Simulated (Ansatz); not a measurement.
```xyz
13

O     0.7445    1.0801   -1.9299
B     0.3815    1.2381   -0.6211
N    -0.0153    0.0757    0.0920
Si   -0.4997    0.1416    1.7634
Si   -0.0139   -1.4659   -0.7434
H     1.0018    1.8966   -2.3593
H     0.4008    2.3211   -0.1031
H    -1.8943   -0.3489    1.9215
H    -0.4102    1.5468    2.2298
H     0.3828   -0.7182    2.5957
H    -0.9522   -1.4631   -1.8917
H    -0.4720   -2.4719    0.2532
H     1.3463   -1.8320   -1.2071
```

The species carries charge 0 and has multiplicity 1.

List the B3LYP/def2-TZVPP orbital energies in eV (the Gaussian-basis code of Ansatz). (Estimate.)

The calculation gave: Occupied: -1799.21, -1799.19, -521.05, -389.08, -184.34, -143.71, -143.69, -99.04, -99.02, -99.02, -99.01, -99.00, -98.98, -28.22, -23.18, -15.94, -15.12, -14.19, -12.60, -11.81, -10.92, -10.54, -9.87, -9.50, -9.41, -9.15, -9.06, -7.71. Lowest empty: 0.02, 0.13, 0.54, 1.10, 1.18, 1.21, 1.47, 1.78.

B3LYP here is the variant with VWN-RPA as its local correlation; programs differ in this.
